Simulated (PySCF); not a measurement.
trimethyl amine (C₃H₉N), singlet, at a GFN2-xTB geometry, with bond 7-2 at 1.3 times its length. Base run: HF/3-21G (PySCF).

PySCF was given this input:
```python
from pyscf import gto, scf

mol = gto.Mole()
mol.atom = '''
    N    -0.002618    0.000139    0.374017
    C    -0.001522    1.379708   -0.063000
    C     1.196270   -0.688189   -0.053850
    C    -1.193436   -0.691589   -0.070576
    H     0.006020    1.479589   -1.160829
    H     0.879371    1.880142    0.336681
    H    -1.155689    2.027001    0.440492
    H     1.290874   -0.738616   -1.151014
    H     1.184940   -1.703467    0.340147
    H     2.067122   -0.170420    0.345754
    H    -1.272530   -0.742262   -1.168955
    H    -2.071266   -0.176308    0.316790
    H    -1.184734   -1.706838    0.323562
'''
mol.basis = '3-21g'
mol.charge = 0
mol.spin = 0
mol.verbose = 4
mol.build()

mf = scf.RHF(mol)
mf.kernel()
```

Variants of this job, named by their change:

| change | ΔE vs base (mEh) | SCF cycles |
|---|---|---|
| base | 0.000 | 9 |
| init_guess = huckel | 0.000 | 9 |
| conv_tol = 1e-6 | 0.000 | 7 |
| DIIS = EDIIS | 0.000 | 20 |
| conv_tol_grad = 1e-7 | 0.000 | 12 |
| solver = newton | 0.000 | - |
| diis_space = 2 | 0.000 | 12 |
| init_guess = 1e | 0.000 | 12 |
| level_shift = 0.1 (with mf.max_cycle = 100) | 0.000 | 10 |
| diis = off; damp = 0.6 (with mf.diis_start_cycle = 200; with mf.max_cycle = 150) | 0.000 | 31 |
| diis_space = 20 | 0.000 | 9 |
| init_guess = mod_huckel | 0.000 | 9 |
| init_guess = atom | 0.000 | 9 |
